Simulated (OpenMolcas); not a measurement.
Zr2+.

| Item | Value |
| --- | --- |
| Program | OpenMolcas |
| Method | CASSCF |
| Basis | ANO-RCC-VQZP [8s7p5d3f2g1h] |
| Scalar Hamiltonian | X2C, point nucleus |
| Active space | 2 electrons in 5 orbitals (4d) |
| State averaging | 2S+1 = 3 even, 10 roots; 2S+1 = 1 even, 15 roots |
| Spin-orbit coupling | state interaction with AMFI integrals over the reference wave functions, term energies averaged over their components |

Levels without dynamic correlation, in cm-1 above 4d2 3F2:

```tsv
Level	E
4d2 1G4	13837
4d2 1D2	9162
4d2 3P0	10240
4d2 1S0	32968
```

On this reference, SS-CASPT2, IPEA 0.25 Eh, imaginary shift 0.1 Eh (closed shells correlated: 4s 4p) puts 4d2 1G4 at 11070 cm-1.

Task: Estimate the other levels at that method by one scale factor, and say how well it serves.

Result: The factor is 11070 / 13837 = 0.800. Scaled values beside those that SS-CASPT2 gives and measured ones (Moore, Atomic Energy Levels, vol. II, NSRDS-NBS 35 (1971 reprint of NBS Circular 467, 1952); NIST levels as listed in Rynkun, Gaigalas and Jonsson, Astron. Astrophys. 637, A10 (2020)):
```
  Level  Scaled  SS-CASPT2  Miss (%)  Measured
4d2 1D2    7330       5210     +40.7      5742
4d2 3P0    8192       8550      -4.2      8062
4d2 1S0   26374      23450     +12.5     23979
```
For these levels the scaled values miss SS-CASPT2 by up to 40.7 %, as correlation changes each term by its own factor, spin-orbit parts do not scale and CASPT2 has its own spread within terms. This holds within one configuration; levels of others move differently, and the target method has errors of its own against measurement.

Term energies are means over components that CASPT2 splits; among the terms shown or strongly mixed into the levels shown the widest spread is 610 cm-1 (4d2 1G, SS-CASPT2). Levels of configurations with an s electron are missing; early in the row they begin among the upper levels of the d shell and mix with terms of their name. Without dynamic correlation excited terms often stand tens of per cent too high (terms of higher spin than the ground term too low), and those without a measured partner can miss by more than the paired ones (holds for CASSCF). Measured partners are found by configuration, term and J. A level has none where our copy of the source lacks it or the pairing is in doubt (some pairs that miss far off the trend of their configuration count as doubtful), and it then counts in no deviation. Levels of configurations outside the active space are missing.
